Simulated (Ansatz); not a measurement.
A structure relaxed at PBE0-D4/def2-SVP in Ansatz, charge 0, doublet:

Cartesian coordinates in Å:
```
Mo 0.0820 1.6857 -0.0772
Mo 1.3042 -0.7750 -0.1097
Mo -0.8965 0.1268 1.0223
N -1.1213 0.3061 -1.0405
N -0.0869 -0.4152 -1.3236
N 0.7186 -0.9284 1.5288
```

**Question.** Give its formula.

**Answer.** the cluster Mo₃N₃.

**Question.** Summarise the bond lengths by kind (pairs closer than 1.2 times the sum of covalent radii, bridged metal pairs left out).

**Answer.** 7 × Mo–N 1.75 to 2.54 Å; 1 × N–N 1.29 Å.

In the def2 sets Mo takes a core potential; there is no spin–orbit coupling. The charge 0 doublet is spin-contaminated (final ⟨S²⟩ up to 1.86, 0.75 for a pure state). The relaxation made no stability test and no search for a lower SCF solution. No other spin state of charge 0 was run. Another isomer (doublet) lies 1.43 eV lower at PBE0-D4/def2-TZVP; other spin states weren't run for this one.
